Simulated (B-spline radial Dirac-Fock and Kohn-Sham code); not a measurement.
**Tc⁶⁺: input and output of one calculation**

ΔSCF core binding energies without Breit or QED terms, calculated with an atomic code on a B-spline grid. Keys: rel is the Hamiltonian (dirac, or spin-free x2c and nr, where L3 and M5 stand for the whole 2p and 3d shells), method is hf or an exchange,correlation pair (spin-unpolarised, also for the hole states), nuc the nuclear model, radius_factor scales its radius, rmax is the box in bohr, h the logarithmic mesh step, order the B-spline order, points the quadrature points per cell, c_factor scales the speed of light, and damp, ndamp, maxit and tol steer the iteration. The run stops when the commutator error falls below 10·tol·max(1, Z/10), or the numerical noise floor, and the energy has settled to about 1e-8 Ha; the virial ratio is −V/T.

Input (task.json):

```json
{"items": [{"Z": 43, "q": 6, "cfg": [[1, 0, 2], [2, 0, 2], [2, 1, 6], [3, 0, 2], [3, 1, 6], [3, 2, 10], [4, 0, 2], [4, 1, 6], [4, 2, 1]], "A": 97, "rrms": 4.4112, "do": "settings", "holes": ["K", "L3", "M5"],
  "settings": [{"rel": "dirac", "method": "hf", "nuc": "gauss", "radius_factor": 2.0, "rmax": 45.0, "h": 0.3, "order": 8, "points": 10, "c_factor": 1.0, "maxit": 60, "damp": 0.5, "ndamp": 3, "tol": 0.0001}]}]}
```

Command: `python xray2_run.py task.json out`

Ground-state iterations:

```
iter   energy (Ha)        error
   1    -4270.24654766  1.54e+00
   2    -4275.41740584  3.20e-01
   3    -4276.01976188  8.50e-02
   4    -4276.07374191  2.03e-02
   5    -4276.07871651  1.24e-02
   6    -4276.07955723  4.99e-04
   7    -4276.07956046  5.70e-05
   8    -4276.07956050  3.94e-06
```

The ground state converged in 8 iterations, with total energy -4276.07956 Ha, virial ratio 1.96251 and highest orbital energy -87.98 eV. ΔSCF binding energies: K (1s) 21204.7 eV, L3 (2p3/2) 2787.1 eV, M5 (3d5/2) 355.8 eV.
